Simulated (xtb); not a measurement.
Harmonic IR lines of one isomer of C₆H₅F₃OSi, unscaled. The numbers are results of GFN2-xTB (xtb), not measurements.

wavenumber (cm⁻¹): 428 (w), 475 (vw), 523 (w), 598 (w), 614 (m), 659 (w), 723 (m), 794 (m), 842 (w), 967 (w), 1015 (s), 1035 (m), 1059 (m), 1181 (m), 1220 (w), 1234 (s), 1282 (w), 1387 (w), 1525 (m), 1621 (w), 1725 (vs), 2312 (vs), 2760 (m)

**Question.** Identify which structure gives these lines.
A. `O=CC1=CC=C(C(F)(F)F)[SiH2]1`
B. `O=CC1=C(C(F)(F)F)C=C[SiH2]1`
C. `O=CC1=CC(C(F)(F)F)=C[SiH2]1`
D. `O=C[Si]1(C(F)(F)F)C=CC=C1`

**Answer.** A, `O=CC1=CC=C(C(F)(F)F)[SiH2]1`
